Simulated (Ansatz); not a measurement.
TiBr2Cl2⁻. Total charge -1; doublet. Geometry PBE-D4/def2-SVP, that of the neutral singlet; atoms count from 1.

```xyz
5

Ti   -0.001    0.038   -0.013
Br    1.030   -0.701    1.939
Br   -0.994   -1.775   -1.083
Cl    1.483    0.929   -1.324
Cl   -1.519    1.509    0.481
```

Problem. Estimate the Mulliken populations from the PBE0/def2-TZVPD orbitals of Ansatz.

Solution. 
| atom | charge (e) | spin (α − β) | d electrons |
| --- | --- | --- | --- |
| Ti1 | 0.74 | 1.02 | 2.37 |
| Br2 | -0.36 | -0.01 | – |
| Br3 | -0.36 | -0.01 | – |
| Cl4 | -0.51 | 0.00 | – |
| Cl5 | -0.51 | 0.00 | – |
Mulliken values depend strongly on the basis. With diffuse functions, as here, like atoms can get unlike values, and bond orders can come out too low or too high.

Problem. Where does the spin sit?

Solution. Summed by element: Ti 1.02, Br -0.02, Cl 0.00, of 1 unpaired in all. Largest on single atoms: Ti1 1.02, Br2 -0.01, Br3 -0.01.

Problem. And the Mayer bond orders between heavy atoms (over 0.3)?

Solution. Ti1–Br2 1.01 (2.33 Å); Ti1–Br3 1.01 (2.33 Å); Ti1–Cl4 0.89 (2.17 Å); Ti1–Cl5 0.89 (2.17 Å).
